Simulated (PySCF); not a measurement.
Electron correlation in Gd²⁺ (gadolinium, charge +2)

Starting occupation: [Xe] 4f7 5d1, 4f5/2 with m_j = -5/2, -3/2, -1/2, +1/2, +3/2, +5/2, 4f7/2 with m_j = +7/2, 5d3/2 with m_j = -3/2. Computed with PySCF 2.14 in x2c-TZVPPall-2c (11s11p10d4f2g, 140 functions), with X2C-1e with screened-nucleus spin-orbit coupling, Gaussian nucleus. Frozen: [Ar] 3d10; 34 electrons correlated; the 18 highest virtual spinors left out.

MP2 pair energies summed by pair of shells (mhartree):

```csv
pair,energy,share (%)
4d-4f,-256.14,19.7
4d-4d,-170.17,13.1
4f-5p,-141.42,10.9
4f-4f,-120.60,9.3
5p-5p,-111.38,8.5
4d-5p,-102.62,7.9
4d-4p,-95.94,7.4
4f-4p,-49.28,3.8
5p-5s,-33.98,2.6
4d-5s,-31.59,2.4
4f-5s,-30.61,2.3
5d-5p,-30.00,2.3
4p-4p,-23.41,1.8
4d-4s,-22.40,1.7
4p-5p,-15.17,1.2
4p-4s,-12.59,1.0
4f-4s,-12.41,1.0
4f-5d,-12.05,0.9
4p-5s,-7.87,0.6
4d-5d,-6.56,0.5
5s-5s,-5.94,0.5
5d-5s,-4.05,0.3
4s-5p,-2.53,0.2
4s-4s,-1.97,0.2
4s-5s,-1.10,0.1
4p-5d,-0.87,0.1
4s-5d,-0.18,0.0
```

Total MP2 correlation energy: -1302.8 mhartree.

The GHF reference relaxed away from the jj start to a determinant that is no pure jj level (⟨S²⟩ = 19.83, ⟨J²⟩ = 9.63); the energies belong to that determinant.

This basis was not built for core-valence correlation, so the inner-shell part is incomplete.
